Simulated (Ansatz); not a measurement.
A nudged elastic band was laid between two geometries of CH3BFNOSi (9 atoms, charge 0, multiplicity 1).

The calculation used RKS PBE-D4/6-31G in Ansatz.

- movable images: 5
- climbing image: yes
- spring: 5.0 eV/Å²
- optimiser: quadratic models (default)
- start path: IDPP
- force threshold: 0.05 eV/Å
- iteration limit: 58
- end points: relaxed

First end point:

```xyz
9
Properties=species:S:1:pos:R:3
N 0.946 -1.534 -1.639
C 0.330 -0.421 -1.519
F 0.027 0.269 -2.709
B -0.152 0.319 -0.241
O -0.786 1.461 0.092
Si -0.329 0.411 1.734
H 1.144 -1.999 -0.736
H 0.550 1.311 2.571
H -1.642 0.137 2.430
```

Last end point:

```xyz
9
Properties=species:S:1:pos:R:3
N 1.656 -0.799 -1.811
C 0.474 -0.547 -1.399
F -0.580 -0.789 -2.299
B -0.007 -0.003 -0.023
O 0.667 0.374 1.090
Si -1.308 0.578 1.346
H 2.395 -0.604 -1.113
H -1.668 -0.292 2.529
H -1.540 2.037 1.664
```

Which bonds break or form, and what moves?

No bond is made or broken. The dihedral F3–C2–B4–O5 goes from -1 to -179°.

Give the energies along the band, and the barrier.

It converged. The highest image is number 2 of 0 to 6, 0.029 eV above the first end and 0.068 eV above the last; the last end lies 0.039 eV below the first. A vibrational analysis at the climbing image gives no mode beyond 40i cm⁻¹: the surface is too flat there to confirm a saddle point. Limits of this set-up: no polarisation functions.

| image | path coordinate (Å) | energy (eV) | dihedral F3–C2–B4–O5 (°) |
| --- | --- | --- | --- |
| 0 | 0.00 | 0.000 | -1 |
| 1 | 1.02 | 0.014 | -40 |
| 2 | 2.04 | 0.029 | -76 |
| 3 | 2.83 | 0.018 | -103 |
| 4 | 3.63 | -0.006 | -130 |
| 5 | 4.42 | -0.029 | -156 |
| 6 | 5.21 | -0.039 | -179 |

What is the geometry of the highest image?


```xyz
9
Properties=species:S:1:pos:R:3
N 1.410 -1.000 -1.794
C 0.306 -0.443 -1.498
F -0.693 -0.434 -2.500
B -0.183 0.236 -0.190
O -0.390 1.494 0.262
Si -0.679 0.192 1.734
H 2.121 -1.021 -1.046
H 0.302 0.565 2.822
H -2.106 0.366 2.195
```

The band took 9 iterations and about 2.4 core-minutes.

The run took 2.4 min on 1 thread of Arm Neoverse V1, on a shared host, peak memory 0.12 GiB.
